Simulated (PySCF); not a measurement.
Computed shifts of a molecule CH9NOSi2, PBE/pcSseg-1 (PySCF), GIAO, gas phase, atoms alike by connectivity averaged where their shifts nearly agree, in ppm (number of nuclei): ¹³C: 54.3 (1). ²⁹Si: -23.7 (1), -51.2 (1). ¹⁵N: 31.8 (1). ¹H: 5.26 (1), 5.14 (1), 5.11 (3), 3.98 (3), 0.87 (1). References: ¹³C against TMS (σ = 182.0 ppm); ¹⁷O against H2O (σ = 334.3 ppm); ²⁹Si against TMS (σ = 335.4 ppm); ¹⁵N against NH3 (σ = 267.0 ppm); ¹H against TMS (σ = 31.49 ppm), references at their B3LYP-D3(BJ)/def2-TZVP geometries, non-relativistic. Geometry: ωB97X-D3(BJ)/def2-SVP. One conformer was computed; it need not be the lowest.

Question: Which molecule gave these data?
A. CO[SiH2]N[SiH3]
B. N[Si@@H](O)C[SiH3]
C. CN[SiH2][SiH2]O
D. O[SiH2]NC[SiH3]

Answer: A, CO[SiH2]N[SiH3]
